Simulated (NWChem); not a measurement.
## Correlation energy of SSn

```
Sn
S 1 2.2226
```
Charge 0, spin multiplicity 1.

The numbers come from NWChem runs, not from measurements. The geometry was optimised at PBE0/def2-SVP with def2 effective core potentials on Sn, a minimum by its harmonic frequencies.

Basis set: def2-TZVP. Each correlation energy counts from its own Hartree-Fock reference.

| method | correlation energy (mHa) | difference from CCSD(T) |
|---|---|---|
| MP2 | -469.3 | +24.1 |
| SCS-MP2 | -434.1 | +59.3 |
| CR-CCSD[T] | -489.0 | +4.3 |
| CR-CCSD(T) | -487.4 | +5.9 |
| CCSD | -470.1 | +23.2 |
| CCSD+T(CCSD) | -495.6 | -2.2 |
| CCSD(T) | -493.4 | 0.0 |

The values span 61.5 mHa, from CCSD+T(CCSD) (lowest) to SCS-MP2 (highest). 

Effective core potentials replace the inner electrons of Sn; spin-orbit coupling is left out. The correlated methods keep 9 core orbitals frozen. The structure started from a generated list of species. No row is a measurement; the coupled-cluster row has its own basis-set and correlation limits.
